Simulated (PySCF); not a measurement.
WF: from constants to spectrum

UHF-CCSD(T) constants of WF, ⁶Σ⁺ (sextet), unpaired electrons σ ↑, π ↑↑, δ ↑↑ (W def2-TZVPPD with ECP60, F def2-TZVPPD; scalar-relativistic core potentials (PySCF 2.14); masses 183.9509 and 18.9984 u):

```
ωe              : 636.9 cm⁻¹
ωexe            : 2.67 cm⁻¹
Be              : 0.27091 cm⁻¹
αe              : 0.00156 cm⁻¹
D (centrifugal) : 1.96e-07 cm⁻¹
```

Task: Give the vibrational terms G(v) and spacings up to v = 6.

Result: G(v) = ωe(v+½) − ωexe(v+½)².

| v | G(v) (cm⁻¹) | G(v) − G(v−1) | Bv (cm⁻¹) |
| --- | --- | --- | --- |
| 0 | 318 |  | 0.2701 |
| 1 | 949 | 632 | 0.2686 |
| 2 | 1576 | 626 | 0.2670 |
| 3 | 2196 | 621 | 0.2654 |
| 4 | 2812 | 616 | 0.2639 |
| 5 | 3422 | 610 | 0.2623 |
| 6 | 4027 | 605 | 0.2608 |

Correlated steps freeze 1 core orbital. De is left out where the level can put another filling of the metal’s s and d shells below the measured ground configuration, by anything from nothing to about 1 eV. These are scalar-relativistic numbers at best; spin–orbit coupling would shift them, the dissociation energy most. The state is the lowest single determinant that the PBE0 search found; with open d or f shells the true ground state can be another one.
